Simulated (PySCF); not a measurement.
A calculated (LDA, PySCF 2.14, x2c-QZVPPall with one added diffuse shell each of s, p, d, f, g type, scalar relativity by spin-free X2C-1e) atom or ion has these occupied shells.

```
shell  electrons  orbital energy (eV)  rms radius, mean of both spins (bohr)
 1s α          1              -8216.1                                 0.0625
 1s β          1              -8216.0                                 0.0625
 2s α          1              -1009.2                                  0.267
 2s β          1              -1007.3                                  0.267
 2p α          3              -873.40                                  0.238
 2p β          3              -871.86                                  0.238
 3s α          1              -140.57                                  0.792
 3s β          1              -136.88                                  0.792
 3p α          3              -101.13                                  0.838
 3p β          3              -97.514                                  0.838
 3d α          5              -38.040                                   1.02
 3d β          2              -34.897                                   1.02
 4p α          1              -18.485                                   2.79
```

Name the element and its charge.

Ni²⁺ (nickel, charge +2), in [Ar] 3d7 4p1, one real determinant (an excited configuration).
